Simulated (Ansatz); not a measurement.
`C[SiH2][AsH2]`. Total charge 0; spin multiplicity 1. All single points use the PBE0-D4/def2-TZVP geometry.

```xyz
10

C     0.515    1.372   -0.497
Si   -0.622    0.091    0.258
As    0.642   -1.814    0.877
H    -0.040    2.278   -0.750
H     0.976    0.990   -1.411
H     1.312    1.642    0.200
H    -1.716   -0.254   -0.691
H    -1.244    0.620    1.504
H    -0.606   -2.660    1.082
H     0.783   -2.264   -0.572
```

Question: What is the dipole moment at B3LYP/def2-TZVPP? (Estimate.)

Answer: The calculation gave: 0.92 D, with components (0.10, 0.72, -0.56) D in this frame, pointing from negative to positive charge.

Question: And with PBE, r2SCAN, ωB97M-V? (Best estimate.)

Answer: Computed: PBE 0.93 D, r2SCAN 1.00 D, ωB97M-V 0.95 D.

Question: Give the Mulliken charges with B3LYP, PBE, ωB97M-V in def2-TZVPP. (Estimate.)

Answer: Computed: 
| atom | B3LYP | PBE | ωB97M-V |
| --- | --- | --- | --- |
| C1 | -0.38 | -0.36 | -0.44 |
| Si2 | 0.27 | 0.19 | 0.21 |
| As3 | -0.04 | -0.04 | -0.13 |
| H4 | 0.11 | 0.11 | 0.12 |
| H5 | 0.11 | 0.11 | 0.12 |
| H6 | 0.11 | 0.11 | 0.13 |
| H7 | -0.07 | -0.06 | -0.03 |
| H8 | -0.07 | -0.06 | -0.03 |
| H9 | -0.01 | 0.00 | 0.02 |
| H10 | -0.02 | -0.01 | 0.02 |

B3LYP here is the variant with VWN-RPA as its local correlation; programs differ in this.
